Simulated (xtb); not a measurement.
xtb input for B(CCH)(F)(OH) (C2H2BFO), SMILES C#CB(O)F, GFN2-xTB. 

```
$ xtb mol.xyz --gfn 2 --ohess tight --chrg 0 --uhf 0 --json
$ cat mol.xyz
7

B     -0.87970000    -0.03110000     0.34260000
C      0.66880000    -0.21740000     0.17280000
C      1.80420000    -0.32840000    -0.05260000
H      2.84680000    -0.41000000    -0.20390000
F     -1.45250000    -0.59840000     1.42780000
O     -1.67480000     0.63500000    -0.44220000
H     -1.29840000     1.05290000    -1.20740000
```

Output:

```
[...]
         :: total energy             -15.345406731811 Eh    ::
         :: gradient norm              0.000302864705 Eh/a0 ::
         :: HOMO-LUMO gap              5.325626439985 eV    ::
         ::.................................................::
         :: SCC energy               -15.541885283834 Eh    ::
         :: -> isotropic ES            0.064753687790 Eh    ::
         :: -> anisotropic ES          0.001865705955 Eh    ::
         :: -> anisotropic XC          0.005228561241 Eh    ::
         :: -> dispersion             -0.002724890699 Eh    ::
         :: repulsion energy           0.196478552023 Eh    ::
         :: add. restraining           0.000000000000 Eh    ::
         :: total charge               0.000000000000 e     ::
         :::::::::::::::::::::::::::::::::::::::::::::::::::::

           -------------------------------------------------
          |                Numerical Hessian                |
           -------------------------------------------------
step length          :   0.00500
SCC accuracy         :   0.30000
Hessian scale factor :   1.00000
frozen atoms in %    :   0.00000    0
RMS gradient         :   0.00030
estimated CPU  time      0.00 min

writing file <hessian>.

 projected vibrational frequencies (cm⁻¹)
eigval :       -0.00    -0.00    -0.00    -0.00    -0.00     0.00
eigval :      134.95   196.55   389.13   452.64   543.72   586.03
eigval :      687.52   706.10   719.77   906.99  1242.12  1314.35
eigval :     2220.78  3363.64  3656.23
           -------------------------------------------------
          |                Property Printout                |
           -------------------------------------------------

    * Orbital Energies and Occupations

         #    Occupation            Energy/Eh            Energy/eV
      -------------------------------------------------------------
         1        2.0000           -0.7973478             -21.6969
         2        2.0000           -0.7103078             -19.3285
         3        2.0000           -0.6238934             -16.9770
         4        2.0000           -0.6072543             -16.5242
         5        2.0000           -0.5648702             -15.3709
         6        2.0000           -0.5288477             -14.3907
         7        2.0000           -0.5255699             -14.3015
         8        2.0000           -0.5214998             -14.1907
         9        2.0000           -0.4932646             -13.4224
        10        2.0000           -0.4829839             -13.1427
        11        2.0000           -0.4492129             -12.2237
        12        2.0000           -0.4406938             -11.9919
        13        2.0000           -0.4372945             -11.8994 (HOMO)
        14                         -0.2415814              -6.5738 (LUMO)
        15                         -0.1820969              -4.9551
        16                         -0.0976791              -2.6580
        17                          0.0790924               2.1522
        18                          0.1010869               2.7507
        19                          0.3190157               8.6809
        20                          0.4744110              12.9094
        21                          0.5507673              14.9871
        22                          1.3615384              37.0493
      -------------------------------------------------------------
                  HL-Gap            0.1957131 Eh            5.3256 eV
             Fermi-level           -0.3394379 Eh           -9.2366 eV

     #   Z          covCN         q      C6AA      α(0)
     1   5 B        2.413     0.484    18.408     7.850
     2   6 C        1.884    -0.116    34.348     9.466
     3   6 C        1.909    -0.068    32.962     9.272
     4   1 H        0.928     0.087     1.907     2.160
     5   9 F        0.722    -0.277    12.075     4.104
     6   8 O        1.594    -0.424    21.360     6.237
     7   1 H        0.806     0.314     0.679     1.295

 Mol. C6AA /au·bohr⁶  :        675.586500
 Mol. C8AA /au·bohr⁸  :      17245.067116
 Mol. α(0) /au        :         40.382204


Wiberg/Mayer (AO) data.
largest (>0.10) Wiberg bond orders for each atom

 ---------------------------------------------------------------------------
     #   Z sym  total        # sym  WBO       # sym  WBO       # sym  WBO
 ---------------------------------------------------------------------------
     1   5 B    3.331 --     6 O    1.241     5 F    1.034     2 C    0.995
     2   6 C    3.958 --     3 C    2.909     1 B    0.995
     3   6 C    3.968 --     2 C    2.909     4 H    0.967
     4   1 H    0.992 --     3 C    0.967
     5   9 F    1.142 --     1 B    1.034
     6   8 O    2.236 --     1 B    1.241     7 H    0.884
     7   1 H    0.901 --     6 O    0.884
 ---------------------------------------------------------------------------

Topologies differ in total number of bonds
Writing topology from bond orders to xtbtopo.mol

molecular dipole:
                 x           y           z       tot (Debye)
 q only:        0.627       0.412      -0.841
   full:        0.777       0.482      -0.998       3.440
molecular quadrupole (traceless):
                xx          xy          yy          xz          yz          zz
 q only:       -1.499      -1.366       1.286       2.915      -0.225       0.214
  q+dip:        1.881      -2.125      -0.219       2.594       0.103      -1.663
   full:       -1.100      -1.556       1.430       3.242       0.348      -0.330

           -------------------------------------------------
          |                Geometry Summary                 |
           -------------------------------------------------

      molecular mass/u    :       71.8461894
   center of mass at/Å    :       -0.4524055      -0.1012271       0.3291562
  moments of inertia/u·Å² :        0.4853428E+02   0.1372852E+03   0.1858195E+03
rotational constants/cm⁻¹ :        0.3473346E+00   0.1227928E+00   0.9072048E-01

 * 4 selected distances

     #   Z          #   Z                                           value/Å
     2   6 C        3   6 C                                       1.2023145
     1   5 B        5   9 F                                       1.3304597
     1   5 B        6   8 O                                       1.3364500 (max)
     6   8 O        7   1 H                                       0.9551794 (min)

 * 4 distinct bonds (by element types)

   Z      Z             #   av. dist./Å        max./Å        min./Å
   6 C    6 C           1     1.2023145     1.2023145     1.2023145
   1 H    8 O           1     0.9551794     0.9551794     0.9551794
   5 B    8 O           1     1.3364500     1.3364500     1.3364500
   5 B    9 F           1     1.3304597     1.3304597     1.3304597

           -------------------------------------------------
          |               Frequency Printout                |
           -------------------------------------------------
 projected vibrational frequencies (cm⁻¹)
Molecule has the following symmetry elements: (sigma)
It seems to be the Cs point group
eigval :       -0.00    -0.00    -0.00    -0.00    -0.00     0.00
eigval :      134.95   196.55   389.13   452.64   543.72   586.03
eigval :      687.52   706.10   719.77   906.99  1242.12  1314.35
eigval :     2220.78  3363.64  3656.23
 reduced masses (amu)
   1: 14.94   2: 15.01   3: 15.74   4: 11.66   5: 11.73   6: 16.41   7: 12.66   8: 11.38
   9: 14.11  10: 13.17  11:  9.67  12:  4.01  13:  3.03  14:  3.52  15: 14.59  16:  4.64
  17: 11.95  18: 11.92  19: 11.01  20:  2.52  21:  1.88
 IR intensities (km·mol⁻¹)
   1:  2.96   2:  0.41   3:  1.31   4:  0.68   5:  1.82   6:  3.05   7:  2.54   8:  1.56
   9:  3.21  10: 13.47  11: 11.32  12:181.81  13: 23.70  14: 73.80  15:  0.59  16:197.67
  17:469.69  18:438.68  19: 56.84  20:  0.01  21: 27.80
 Raman intensities (Ä⁴*amu⁻¹)
   1:  0.00   2:  0.00   3:  0.00   4:  0.00   5:  0.00   6:  0.00   7:  0.00   8:  0.00
   9:  0.00  10:  0.00  11:  0.00  12:  0.00  13:  0.00  14:  0.00  15:  0.00  16:  0.00
  17:  0.00  18:  0.00  19:  0.00  20:  0.00  21:  0.00
 output can be read by thermo (or use thermo option).
 writing <g98.out> molden fake output.
 recommended (thermochemical) frequency scaling factor: 1.0
           -------------------------------------------------
          |             Thermodynamic Functions             |
           -------------------------------------------------

cs  symmetry found (for desy threshold:  0.10E+00) used in thermo

          ...................................................
          :                      SETUP                      :
          :.................................................:
          :  # frequencies                          15      :
          :  # imaginary freq.                       0      :
          :  linear?                             false      :
          :  only rotor calc.                    false      :
          :  symmetry                               cs      :
          :  rotational number                       1      :
          :  scaling factor                  1.0000000      :
          :  rotor cutoff                   50.0000000 cm⁻¹ :
          :  imag. cutoff                  -20.0000000 cm⁻¹ :
          :.................................................:

    mode    ω/cm⁻¹     T·S(HO)/kcal·mol⁻¹    T·S(FR)/kcal·mol⁻¹   T·S(vib)
   ------------------------------------------------------------------------
       1    134.95    -0.85698 ( 98.15%)    -0.76213 (  1.85%)    -0.85522
       2    196.55    -0.64554 ( 99.58%)    -0.65082 (  0.42%)    -0.64556
   ------------------------------------------------------------------------

   temp. (K)  partition function   enthalpy   heat capacity  entropy
                                   cal/mol     cal/K/mol   cal/K/mol   J/K/mol
 298.15  VIB   5.86                 1625.119     12.085      8.958
         ROT  0.850E+05              888.752      2.981     25.537
         INT  0.498E+06             2513.872     15.066     34.495
         TR   0.589E+27             1481.254      4.968     38.715
         TOT                        3995.1256    20.0337    73.2097   306.3092

       T/K    H(0)-H(T)+PV         H(T)/Eh          T*S/Eh         G(T)/Eh
   ------------------------------------------------------------------------
    298.15    0.636664E-02    0.453700E-01    0.347843E-01    0.105858E-01
   ------------------------------------------------------------------------

         :::::::::::::::::::::::::::::::::::::::::::::::::::::
         ::                  THERMODYNAMIC                  ::
         :::::::::::::::::::::::::::::::::::::::::::::::::::::
         :: total free energy         -15.334820970463 Eh   ::
         ::.................................................::
         :: total energy              -15.345406731808 Eh   ::
         :: zero point energy           0.039003395395 Eh   ::
         :: G(RRHO) w/o ZPVE           -0.028417634049 Eh   ::
         :: G(RRHO) contrib.            0.010585761345 Eh   ::
         :::::::::::::::::::::::::::::::::::::::::::::::::::::

optimized geometry written to: xtbopt.xyz
Note: The following floating-point exceptions are signalling: IEEE_UNDERFLOW_FLAG IEEE_DENORMAL
normal termination of xtb


           -------------------------------------------------
          | TOTAL ENERGY              -15.345406731808 Eh   |
          | TOTAL ENTHALPY            -15.300036698545 Eh   |
          | TOTAL FREE ENERGY         -15.334820970463 Eh   |
          | GRADIENT NORM               0.000303080880 Eh/α |
          | HOMO-LUMO GAP               5.325623697747 eV   |
           -------------------------------------------------

------------------------------------------------------------------------
------------------------------------------------------------------------
 total:
 SCF:
 ANC optimizer:
 analytical hessian:
```

The calculation finished and met its thresholds.

Cost: around 0.14 core-seconds (rough).
